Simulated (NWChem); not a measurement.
## Spin states of iminoborane (H₂BN)

SMILES: B=N
```xyz
4

B      0.0000     0.0000    -0.7011
N      0.0000     0.0000     0.5488
H      0.0000     0.0000    -1.8910
H      0.0000     0.0000     1.5544
```
Charge 0, spin multiplicity 1.

The numbers come from NWChem runs, not from measurements. All single points use one geometry, from PBE/def2-SVP, a minimum by its harmonic frequencies.

Basis set: def2-TZVP. The gap is E(triplet) − E(singlet) at the geometry of the singlet, so a negative value puts the higher spin lower. Open shells are unrestricted, and the singlet is the closed-shell solution. The triplet is the single determinant that the SCF runs reached, with unpaired electrons in orbitals of symmetry b1 and b2 (C2v labels); it need not be the lowest triplet, which in molecules with degenerate π orbitals can need several determinants.

The correlated methods keep 2 core orbitals frozen. B3LYP has NWChem's definition, with VWN1-RPA local correlation. The stability of the SCF solutions was not checked. Open-shell Hartree-Fock references start from PBE0 orbitals.

### Question
For the vertical singlet-triplet gap, B2PLYP gives 156.4 kcal/mol and MP2 gives 165.3 kcal/mol. What do HF, r2SCAN, B3LYP give?

### Answer
HF: 127.6 kcal/mol; r2SCAN: 148.8 kcal/mol; B3LYP: 151.6 kcal/mol.
